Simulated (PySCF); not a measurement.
**`O=C(O)[C@@H]1[SiH2][C@H]1O[SiH3]`, C3H8O3Si2**

Geometry:
```csv
atom,x (Å),y (Å),z (Å)
O1,2.166,-1.161,1.788
C2,1.732,-0.412,0.947
O3,2.294,0.806,0.730
C4,0.638,-0.684,0.031
Si5,0.929,-0.261,-1.820
C6,-0.189,0.498,-0.510
O7,-1.548,0.269,-0.613
Si8,-2.678,0.244,0.556
H9,3.028,0.931,1.351
H10,0.067,-1.566,0.288
H11,0.307,-1.195,-2.738
H12,2.190,0.376,-2.136
H13,0.046,1.453,-0.047
H14,-2.400,-0.777,1.569
H15,-3.832,-0.061,-0.272
H16,-2.757,1.547,1.224
```

Computed with PySCF 2.14.0, TDDFT B3LYP/def2-SVPD circular dichroism and optical rotation, one conformer, gas phase. Geometry: GFN2-xTB.

The molecule is flexible and this is one conformer; a measurement averages over conformers. States above about 6.9 eV lie in this functional's continuum (it starts at minus the energy of the highest occupied orbital, well below the true ionisation energy for most functionals) and depend on the basis.

Task: Draw the ECD and absorption spectra from the lowest 16 states, each a Gaussian of half-width 0.35 eV at 1/e height.

Result: 
```csv
E (eV),λ (nm),Δε (L mol⁻¹ cm⁻¹),ε (L mol⁻¹ cm⁻¹)
4.63,268,-0.69,362
4.73,262,-1.44,755
4.83,257,-2.55,1340
4.93,252,-3.83,2010
5.03,247,-4.87,2580
5.13,242,-5.20,2820
5.23,237,-4.50,2680
5.33,233,-2.68,2330
5.43,228,+0.18,2120
5.53,224,+3.86,2440
5.63,220,+7.65,3500
5.73,217,+10.21,5190
5.83,213,+10.01,7150
5.93,209,+6.56,8800
6.03,206,+1.20,9670
6.13,202,-3.65,9570
6.23,199,-6.28,8630
6.33,196,-6.93,7260
6.43,193,-7.42,5920
6.53,190,-9.72,5000
6.63,187,-14.74,4710
6.73,184,-22.00,5090
6.83,182,-29.84,5960
6.93,179,-36.08,6980
7.03,176,-38.72,7650
7.13,174,-36.79,7580
```
Δε uses R in velocity form, ε uses f in length form. Only the states computed contribute, so the short-wavelength end is incomplete.
